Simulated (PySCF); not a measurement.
Cl2HOSb, SMILES [OH][Sb]([Cl])[Cl].

Coordinates come from a B3LYP-D3(BJ)/def2-SVP optimisation. The def2 effective core potentials stand for the cores of Sb; spin–orbit coupling is left out. One conformer was computed; it need not be the lowest.

Computed with TDDFT-M06-2X/def2-SVPD (PySCF).

Vertical excitations.  State labels are in the subgroup Cs.

| state | symmetry | energy (eV) | λ (nm) | f | main pairs |
|---|---|---|---|---|---|
| S1 | A' | 5.87 | 211 | 0.104 | HOMO→LUMO 91 % |
| S2 | A" | 5.88 | 211 | 0.057 | HOMO→LUMO+1 71 %, HOMO−1→LUMO 18 % |
| S3 | A" | 6.24 | 199 | 0.012 | HOMO−2→LUMO 34 %, HOMO−1→LUMO 31 %, HOMO−3→LUMO+1 22 % |
| S4 | A' | 6.28 | 197 | 0.006 | HOMO−1→LUMO+1 71 %, HOMO−3→LUMO 14 % |
| S5 | A" | 6.48 | 191 | 0.089 | HOMO−2→LUMO 51 %, HOMO−1→LUMO 21 %, HOMO→LUMO+1 15 % |
| S6 | A' | 6.50 | 191 | 0.032 | HOMO−2→LUMO+1 51 %, HOMO−3→LUMO 28 % |
| S7 | A' | 6.74 | 184 | 0.069 | HOMO→LUMO+2 86 % |
| S8 | A' | 6.86 | 181 | 0.003 | HOMO−3→LUMO 52 %, HOMO−2→LUMO+1 38 % |
| S9 | A" | 6.97 | 178 | 0.041 | HOMO−3→LUMO+1 42 %, HOMO−4→LUMO 27 %, HOMO−1→LUMO 14 % |
| S10 | A" | 7.04 | 176 | 0.000 | HOMO−2→LUMO+2 27 %, HOMO−3→LUMO+1 23 %, HOMO−4→LUMO+2 22 %, HOMO−4→LUMO 11 % |
| T1 | A" | 4.55 | 272 | 0 | HOMO→LUMO+1 88 % |
| T2 | A' | 4.61 | 269 | 0 | HOMO→LUMO 86 % |
| T3 | A" | 5.81 | 213 | 0 | HOMO−1→LUMO 76 % |
| T4 | A' | 5.92 | 209 | 0 | HOMO→LUMO+2 52 %, HOMO−2→LUMO+1 18 % |
Triplets are in the Tamm–Dancoff approximation, which puts them higher than full response would, so one can lie above its singlet here.
